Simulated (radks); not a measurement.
Initial-state core-level shifts of the neodymium ion Nd+ when its valence configuration changes from [Xe] 4f4 6s1. Method: scalar-relativistic Kohn-Sham, r2SCAN, spin-unpolarised, spherical densities, finite nucleus; meta-GGA in the generalised Kohn-Sham scheme; Fermi nuclear charge, rms radius 4.9123 fm; computed with a radial shooting solver on a logarithmic mesh with Libxc functionals. Shifts are changes of the shell-averaged eigenvalues in eV (positive: less bound); the change of the density at the nucleus, which sets a Mossbauer isomer shift, is in e/bohr^3, on a base of 4.722e+05.

valence               1s       2p       4s      5p  density at nucleus
4f4 6p1           -1.139   -1.126   -1.118  -1.133              -20.94
4f3 5d1 6s1       -6.249   -6.718   -7.223  -2.718              +24.14
4f2 5d1 6s1 6p1  -17.365  -18.535  -19.404  -8.854              +60.31
4f4 5d1           +1.769   +1.828   +1.790  +1.819              -23.09
4f3.5 5d0.5 6s1   -2.954   -3.170   -3.425  -1.335              +11.28
4f3.5 6s1.5       -4.031   -4.290   -4.521  -2.350              +25.84
4f3 6s2           -8.604   -9.171   -9.617  -4.843              +56.93
4f3 5d1 6p1       -7.395   -7.852   -8.357  -3.828               +0.25
4f5               +5.190   +5.511   +5.889  +3.330              -34.79
